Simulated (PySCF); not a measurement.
C2H2, SMILES C#C. Geometry optimised at PBE-D3(BJ)/def2-TZVPD.

TDA-ωB97X/def2-TZVPD (PySCF) puts the lowest singlet excitations at 6.62, 6.87, 6.87, 8.40, 8.40, 8.98 eV and the lowest triplet (TDA) at 5.44 eV.

Q: What are the lowest singlet roots from EOM-CCSD/aug-cc-pVDZ in PySCF? (The exact figures need the calculation; the answer reports its results.)

A: 7.26, 7.56, 7.56, 8.26, 8.26, 8.61 eV; triplets 5.43, 6.48, 6.48 eV. S1 differs by 0.64 eV (second minus first; roots are paired by order, and the bases may differ).
